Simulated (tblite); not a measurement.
Compound: C6H13BNP.
Atom-mapped SMILES: `[CH3:1]/[CH:2]=[CH:3]\[P@@H+:4]([BH2-:5][C:6]#[N:7])[CH2:8][CH3:9]` (hydrogens: H10, H11, H12 on C1; H13 on C2; H14 on C3; H15 on P4; H16, H17 on B5; H18, H19 on C8; H20, H21, H22 on C9)
Bond orders are those of one Lewis drawing.

Computed with GFN2-xTB (tblite), gas phase: L-BFGS steps from a force-field or distance-geometry start until the largest atomic force falls under 0.01 eV/Å.

Step 97: E = -709.9152 eV
```
atom  x, y, z in Å  |  force x, y, z in eV/Å
C1      3.0445   -0.2228    0.3888    0.005  -0.007   0.010
C2      2.3694   -0.1663   -0.9347    0.006   0.011   0.010
C3      1.0524   -0.1522   -1.1065    0.004  -0.007  -0.002
P4     -0.1556   -0.1414    0.2305    0.010  -0.001   0.004
B5     -0.4335    1.5754    1.0629    0.007  -0.001   0.004
C6     -0.7981    2.3473   -0.2349    0.007  -0.005   0.015
N7     -1.0621    2.8697   -1.2244   -0.019   0.022  -0.017
C8     -1.6544   -0.7816   -0.6129    0.004  -0.003  -0.004
C9     -2.7341   -1.1645    0.3922    0.009   0.003  -0.015
H10     3.5910   -1.1598    0.4973    0.009  -0.013  -0.003
H11     2.3169   -0.1353    1.1947    0.007   0.004   0.011
H12     3.7662    0.5882    0.4763   -0.007   0.006  -0.017
H13     3.0235   -0.1426   -1.7982   -0.004   0.007   0.005
H14     0.6191   -0.0676   -2.0962    0.001  -0.007  -0.009
H15     0.2056   -1.2680    0.9772   -0.005   0.001   0.005
H16    -1.3458    1.4835    1.8212    0.002   0.010   0.006
H17     0.5891    1.9500    1.5396    0.006  -0.004   0.006
H18    -2.0100    0.0233   -1.2645   -0.003  -0.006  -0.013
H19    -1.3806   -1.6382   -1.2356   -0.004  -0.007  -0.013
H20    -3.6344   -1.4863   -0.1256   -0.028  -0.011   0.003
H21    -2.9844   -0.3128    1.0206   -0.010  -0.003   0.007
H22    -2.3951   -1.9787    1.0317    0.004   0.010   0.007
```

Step 98: E = -709.9153 eV
```
atom  x, y, z in Å  |  force x, y, z in eV/Å
C1      3.0442   -0.2214    0.3902    0.001  -0.009   0.008
C2      2.3705   -0.1686   -0.9340    0.003   0.017   0.003
C3      1.0536   -0.1540   -1.1075    0.005  -0.009   0.001
P4     -0.1548   -0.1424    0.2292    0.010   0.005   0.005
B5     -0.4299    1.5743    1.0635    0.006  -0.002   0.006
C6     -0.8023    2.3453   -0.2323    0.003  -0.008   0.006
N7     -1.0744    2.8644   -1.2214   -0.016   0.024  -0.015
C8     -1.6546   -0.7797   -0.6145   -0.002  -0.004  -0.001
C9     -2.7342   -1.1617    0.3909    0.000  -0.005  -0.008
H10     3.5927   -1.1568    0.5012    0.011  -0.015  -0.004
H11     2.3144   -0.1352    1.1940    0.009   0.008   0.019
H12     3.7637    0.5918    0.4772   -0.012   0.003  -0.015
H13     3.0256   -0.1456   -1.7965   -0.002   0.006  -0.001
H14     0.6210   -0.0707   -2.0977    0.004  -0.008  -0.006
H15     0.2041   -1.2709    0.9743   -0.004   0.003   0.006
H16    -1.3387    1.4818    1.8259    0.003   0.009   0.008
H17     0.5947    1.9500    1.5350    0.007  -0.005   0.008
H18    -2.0101    0.0254   -1.2657   -0.001  -0.002  -0.016
H19    -1.3812   -1.6362   -1.2373   -0.006  -0.009  -0.014
H20    -3.6351   -1.4852   -0.1257   -0.015  -0.004   0.006
H21    -2.9851   -0.3097    1.0193   -0.006  -0.009  -0.002
H22    -2.3945   -1.9753    1.0311    0.003   0.013   0.006
```

Step 99: E = -709.9155 eV
```
atom  x, y, z in Å  |  force x, y, z in eV/Å
C1      3.0437   -0.2211    0.3910   -0.003  -0.010   0.004
C2      2.3705   -0.1704   -0.9333   -0.001   0.018  -0.005
C3      1.0537   -0.1551   -1.1080    0.004  -0.008   0.004
P4     -0.1549   -0.1421    0.2287    0.005   0.009   0.003
B5     -0.4264    1.5749    1.0641    0.005  -0.005   0.007
C6     -0.8028    2.3464   -0.2299    0.004  -0.023   0.023
N7     -1.0804    2.8641   -1.2179   -0.021   0.041  -0.041
C8     -1.6547   -0.7789   -0.6155   -0.008  -0.003  -0.001
C9     -2.7347   -1.1616    0.3894   -0.010  -0.011   0.001
H10     3.5939   -1.1554    0.5034    0.013  -0.013  -0.005
H11     2.3126   -0.1357    1.1936    0.013   0.011   0.026
H12     3.7613    0.5941    0.4766   -0.013  -0.002  -0.009
H13     3.0259   -0.1484   -1.7955    0.002   0.006  -0.007
H14     0.6215   -0.0717   -2.0984    0.007  -0.011  -0.001
H15     0.2022   -1.2713    0.9734   -0.001   0.002   0.007
H16    -1.3331    1.4834    1.8289    0.002   0.007   0.010
H17     0.5998    1.9497    1.5322    0.010  -0.005   0.011
H18    -2.0111    0.0254   -1.2670    0.003   0.001  -0.017
H19    -1.3800   -1.6354   -1.2380   -0.010  -0.010  -0.013
H20    -3.6345   -1.4904   -0.1267   -0.001   0.004   0.007
H21    -2.9899   -0.3091    1.0159   -0.001  -0.012  -0.010
H22    -2.3928   -1.9721    1.0324    0.002   0.013   0.006
```

Q: Estimate the geometry and energy of step 100. (The exact step hangs on the optimiser's Hessian estimate; all steps are aligned on step 99, rigid shifts and turns removed.)

A: E = -709.9157 eV, largest force 0.035 eV/Å
```
atom  x, y, z in Å  |  force x, y, z in eV/Å
C1      3.0435   -0.2206    0.3919   -0.006  -0.009  -0.001
C2      2.3705   -0.1719   -0.9326   -0.004   0.015  -0.010
C3      1.0538   -0.1568   -1.1080    0.002  -0.005   0.005
P4     -0.1547   -0.1422    0.2287   -0.005   0.008  -0.003
B5     -0.4222    1.5752    1.0648    0.001   0.000   0.003
C6     -0.8037    2.3470   -0.2279   -0.007  -0.017   0.005
N7     -1.0884    2.8639   -1.2145   -0.010   0.029  -0.017
C8     -1.6548   -0.7784   -0.6162   -0.011  -0.003  -0.005
C9     -2.7359   -1.1613    0.3874   -0.016  -0.015   0.008
H10     3.5955   -1.1538    0.5054    0.011  -0.006  -0.005
H11     2.3114   -0.1356    1.1937    0.018   0.010   0.028
H12     3.7590    0.5968    0.4755   -0.013  -0.007  -0.002
H13     3.0259   -0.1507   -1.7946    0.007   0.006  -0.010
H14     0.6221   -0.0734   -2.0989    0.008  -0.013   0.004
H15     0.2004   -1.2720    0.9736    0.001   0.003   0.006
H16    -1.3265    1.4849    1.8329    0.005   0.006   0.008
H17     0.6061    1.9495    1.5290    0.008  -0.006   0.011
H18    -2.0115    0.0253   -1.2684    0.007   0.004  -0.015
H19    -1.3789   -1.6347   -1.2387   -0.013  -0.008  -0.008
H20    -3.6346   -1.4945   -0.1288    0.014   0.010   0.010
H21    -2.9948   -0.3083    1.0121    0.003  -0.015  -0.019
H22    -2.3925   -1.9691    1.0331    0.000   0.011   0.005
```

The energy changes by -0.0002 eV. The first-order estimate −F·Δx gives -0.0002 eV and the mean of the old and new forces, exact on a quadratic surface, -0.0002 eV. The step makes an angle of 83° with the force vector and moves no atom by more than 0.009 Å.
